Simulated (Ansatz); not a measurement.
Problem. Name a neutral molecule of Al, B, C, Cl, O and H with size of the dipole moment (PBE/def2-TZVPP) between 2.50 and 2.80 D and HOMO–LUMO gap (B3LYP/def2-TZVPP) between 5.20 and 5.50 eV (Ansatz, PBE0-D4/def2-TZVP geometry).

Solution. `O[B]([AlH2])CCl` (2.61 D, 5.50 eV). Other molecules can fit too; these were computed, each in one conformer that needn't be the lowest.

B3LYP here is the variant with VWN-RPA as its local correlation; programs differ in this.
